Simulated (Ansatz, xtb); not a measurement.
Two isomers of C4H6BNO

Structure a: `B[C@@H]1OC[C@H]1C#N`, a singlet. Structure b: `B[C@@H]1CO[C@@H]1C#N`, a singlet. Both are isolated molecules in the gas phase, relaxed with r2SCAN-D4/def2-SVP; the shapes shown needn't be the lowest conformers.

a (Å):

```yaml
atoms:
  - { symbol: C, position_ang: [0.8477, -0.5004, 0.7569] }
  - { symbol: C, position_ang: [-1.1342, 0.0043, 1.0311] }
  - { symbol: C, position_ang: [0.1014, 0.2006, 1.9435] }
  - { symbol: C, position_ang: [0.1253, -0.4279, 3.2472] }
  - { symbol: B, position_ang: [2.2313, 0.0090, 0.2691] }
  - { symbol: N, position_ang: [0.1395, -0.9575, 4.2834] }
  - { symbol: O, position_ang: [-0.3095, -0.3191, -0.0894] }
  - { symbol: H, position_ang: [3.1196, 0.0832, 1.0837] }
  - { symbol: H, position_ang: [2.4257, 0.2768, -0.8891] }
  - { symbol: H, position_ang: [0.9929, -1.5817, 1.0091] }
  - { symbol: H, position_ang: [-1.7600, 0.8949, 0.8573] }
  - { symbol: H, position_ang: [-1.7702, -0.8437, 1.3512] }
  - { symbol: H, position_ang: [0.3799, 1.2629, 2.0410] }
```

b (Å):

```yaml
atoms:
  - { symbol: C, position_ang: [0.5159, -0.4039, 2.4021] }
  - { symbol: C, position_ang: [-1.0097, -0.6233, 2.2802] }
  - { symbol: C, position_ang: [0.5972, -1.5051, 1.3043] }
  - { symbol: C, position_ang: [1.1399, -2.7938, 1.7550] }
  - { symbol: B, position_ang: [1.2993, -0.4387, 3.7445] }
  - { symbol: N, position_ang: [1.5570, -3.8098, 2.1377] }
  - { symbol: O, position_ang: [-0.8280, -1.5299, 1.1723] }
  - { symbol: H, position_ang: [2.3988, -0.9315, 3.8060] }
  - { symbol: H, position_ang: [0.8280, 0.1021, 4.7170] }
  - { symbol: H, position_ang: [0.8072, 0.5766, 1.9677] }
  - { symbol: H, position_ang: [-1.4796, -1.1273, 3.1443] }
  - { symbol: H, position_ang: [-1.6181, 0.2527, 1.9994] }
  - { symbol: H, position_ang: [1.0995, -1.2225, 0.3604] }
```

Quicker runs give these differences E(b) − E(a): GFN2-xTB +0.054 eV; HF/STO-3G −0.025 eV (at GFN2-xTB geometries); r2SCAN-D4/def2-SVP//GFN2-xTB +0.009 eV.

Question: Estimate E(b) − E(a) at the level CCSD(T)/def2-SVP + ΔMP2/def2-TZVPP.

Answer: Too close to call at this level: CCSD(T)/def2-SVP + ΔMP2/def2-TZVPP gives E(b) − E(a) = +0.017 eV.

Level by level:

| level | geometry | E(b) − E(a) (eV) | departure from the last row (eV) | job, with rough time for the two |
| --- | --- | --- | --- | --- |
| GFN2-xTB | GFN2-xTB | +0.054 | +0.037 | optimisation, 0.4 s |
| HF/STO-3G | GFN2-xTB | −0.025 | −0.042 | single point, 0.88 s |
| r2SCAN-D4/def2-SVP//GFN2-xTB | GFN2-xTB | +0.009 | −0.008 | single point, 5.8 s |
| r2SCAN-D4/def2-SVP | r2SCAN-D4/def2-SVP | +0.017 | 0.000 | optimisation, 86 s |
| HF/def2-SVP | r2SCAN-D4/def2-SVP | +0.009 | −0.008 | part of the CCSD(T) run |
| MP2/def2-SVP | r2SCAN-D4/def2-SVP | +0.007 | −0.009 | part of the CCSD(T) run |
| CCSD(T)/def2-SVP | r2SCAN-D4/def2-SVP | +0.002 | −0.014 | single point |
| CCSD(T)/def2-SVP + ΔMP2/def2-TZVPP | r2SCAN-D4/def2-SVP | +0.017 |  | single point, 78 s |

As drawn, both hold the same kinds of bond in the same numbers.

The largest departure from CCSD(T)/def2-SVP + ΔMP2/def2-TZVPP is that of HF/STO-3G, 0.042 eV. The last row adds to CCSD(T) the change of the MP2 difference between the two basis sets, here +0.014 eV.

With thermal terms from frequencies at re-optimised GFN2-xTB minima (ideal gas, soft modes damped towards free rotors, one conformer each, 298.15 K, 1 atm): the zero-point term adds +0.005 eV; ΔH is +0.022 and ΔG +0.019 eV.

The correlated steps freeze 7 core orbitals. Programs: Ansatz 0.2.0, xtb 6.7.1; the last row on 2 threads of Intel(R) Xeon(R) Platinum 8259CL CPU @ 2.50GHz (Skylake/Cascade Lake) on a shared host.
